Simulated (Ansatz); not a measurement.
Ansatz (a first-principles code) input file for silene cation (CH4Si), SMILES C=[SiH2] (connectivity only; charge and spin as stated), charge +1, multiplicity 2, B3LYP-D3(BJ)/def2-TZVP. 

Ansatz 0.2 input:
```yaml
crystal:
  periodic: [false, false, false]
  atoms:
    - {symbol: C, position_ang: [0.00000000, 0.00000000, -1.23195093]}
    - {symbol: Si, position_ang: [0.00000000, 0.00000000, 0.59908067]}
    - {symbol: H, position_ang: [-0.01078615, -0.91340059, -1.82056541]}
    - {symbol: H, position_ang: [0.01078614, 0.91340058, -1.82056541]}
    - {symbol: H, position_ang: [-0.00781139, 1.26124456, 1.32285352]}
    - {symbol: H, position_ang: [0.00781138, -1.26124457, 1.32285352]}
basis:
  gaussian:
    orbitals: def2-TZVP
hamiltonian:
  xc: b3lyp
  dispersion: d3bj
total_charge: 1
magnetization: {spin_polarized: true, initial_magnetization: 1}
relax: {f_tol: 0.002, max_steps: 200}
```

Log of the run:

```
WARN ansatz: RAYON_NUM_THREADS=1 ignored (pool sized by the plan → 1); use --threads N
Functional definition: B3LYP
integrals: 0.02 GiB planned
617 factors; their error is unknown
mean field: 0.27 GiB planned
mean field evaluation 1: about -8962.9594 eV, gradient 4.0e1 eV
mean field evaluation 2: about -8955.1011 eV, gradient 4.8e1 eV
mean field evaluation 4: about -8970.7755 eV, gradient 1.4e0 eV
mean field evaluation 8: about -8970.8014 eV, gradient 3.7e-2 eV
mean field -8970.80141352 eV, -329.6708713193 hartree, gradient 7.2e-5 eV, S^2 0.752447; 0 other end points of the search recorded, 0 dependent functions left out
the calculation of the forces begins
reference -8970.80163732 eV, -329.6708795436 hartree; 12, 11 occupied and 80, 81 virtual orbitals, 617 factors
relax step   1: F+E_penalty+E_count = -8970.96081714 eV  Δ(F+E_penalty+E_count) = +0.000e0 eV  max|allowed force component| = 1.036e0 eV/Å  Δτ_max = 0.0000 Å  (28 SCF iters, accepted)
these checks for a lower state are left out or cut short: starts, cluster_reference, orbital_swaps, neighbouring_geometries, increment
integrals: 0.02 GiB planned
617 factors; their error is unknown
mean field: 0.27 GiB planned
mean field evaluation 16: about -8970.7994 eV, gradient 9.3e-1 eV
mean field -8970.81994762 eV, -329.6715524348 hartree, gradient 7.5e-6 eV, S^2 0.752428; 0 other end points of the search recorded, 0 dependent functions left out
the calculation of the forces begins
reference -8970.82017108 eV, -329.6715606468 hartree; 12, 11 occupied and 80, 81 virtual orbitals, 617 factors
relax step   2: F+E_penalty+E_count = -8970.97999450 eV  Δ(F+E_penalty+E_count) = -1.918e-2 eV  max|allowed force component| = 3.995e-1 eV/Å  Δτ_max = 0.0233 Å  (33 SCF iters, accepted)
these checks for a lower state are left out or cut short: starts, cluster_reference, orbital_swaps, neighbouring_geometries, increment
integrals: 0.02 GiB planned
617 factors; their error is unknown
mean field: 0.27 GiB planned
mean field -8970.82218692 eV, -329.6716347277 hartree, gradient 7.0e-6 eV, S^2 0.752419; 0 other end points of the search recorded, 0 dependent functions left out
the calculation of the forces begins
reference -8970.82241021 eV, -329.6716429332 hartree; 12, 11 occupied and 80, 81 virtual orbitals, 617 factors
relax step   3: F+E_penalty+E_count = -8970.98251679 eV  Δ(F+E_penalty+E_count) = -2.522e-3 eV  max|allowed force component| = 1.444e-2 eV/Å  Δτ_max = 0.0090 Å  (33 SCF iters, accepted)
these checks for a lower state are left out or cut short: starts, cluster_reference, orbital_swaps, neighbouring_geometries, increment
integrals: 0.02 GiB planned
617 factors; their error is unknown
mean field: 0.27 GiB planned
mean field evaluation 32: about -8970.8042 eV, gradient 1.7e-1 eV
mean field -8970.82220902 eV, -329.6716355399 hartree, gradient 7.6e-5 eV, S^2 0.752419; 0 other end points of the search recorded, 0 dependent functions left out
the calculation of the forces begins
reference -8970.82243231 eV, -329.6716437457 hartree; 12, 11 occupied and 80, 81 virtual orbitals, 617 factors
relax step   4: F+E_penalty+E_count = -8970.98252741 eV  Δ(F+E_penalty+E_count) = -1.062e-5 eV  max|allowed force component| = 7.574e-3 eV/Å  Δτ_max = 0.0007 Å  (21 SCF iters, accepted)
these checks for a lower state are left out or cut short: starts, cluster_reference, orbital_swaps, neighbouring_geometries, increment
integrals: 0.02 GiB planned
617 factors; their error is unknown
mean field: 0.27 GiB planned
mean field -8970.82221256 eV, -329.6716356698 hartree, gradient 5.8e-5 eV, S^2 0.752419; 0 other end points of the search recorded, 0 dependent functions left out
the calculation of the forces begins
reference -8970.82243585 eV, -329.6716438756 hartree; 12, 11 occupied and 80, 81 virtual orbitals, 617 factors
relax step   5: F+E_penalty+E_count = -8970.98252904 eV  Δ(F+E_penalty+E_count) = -1.626e-6 eV  max|allowed force component| = 2.219e-4 eV/Å  Δτ_max = 0.0003 Å  (21 SCF iters, accepted)
integrals: 0.02 GiB planned
617 factors; their error is unknown
mean field: 0.27 GiB planned
mean field -8970.82221256 eV, -329.6716356698 hartree, gradient 5.8e-5 eV, S^2 0.752419; 1 other end points of the search recorded, 0 dependent functions left out
the calculation of the forces begins
reference -8970.82243585 eV, -329.6716438756 hartree; 12, 11 occupied and 80, 81 virtual orbitals, 617 factors
Total energy: -8970.98275233 eV, -329.6775353977 hartree
Atom 0 at     0.000000     0.000000    -1.218194 Å, force     0.000000    -0.000000     0.000006 eV/Å
Atom 1 at    -0.000000     0.000000     0.576995 Å, force     0.000000    -0.000000    -0.000103 eV/Å
Atom 2 at     0.000063    -0.921233    -1.792892 Å, force     0.000002    -0.000222    -0.000068 eV/Å
Atom 3 at    -0.000063     0.921233    -1.792892 Å, force    -0.000002     0.000222    -0.000068 eV/Å
Atom 4 at    -0.000090     1.275052     1.299344 Å, force     0.000001     0.000049     0.000116 eV/Å
Atom 5 at     0.000090    -1.275052     1.299344 Å, force    -0.000001    -0.000049     0.000116 eV/Å
Dipole moment:    -0.000000    -0.000000     0.039170 e Å
```

The run converged.
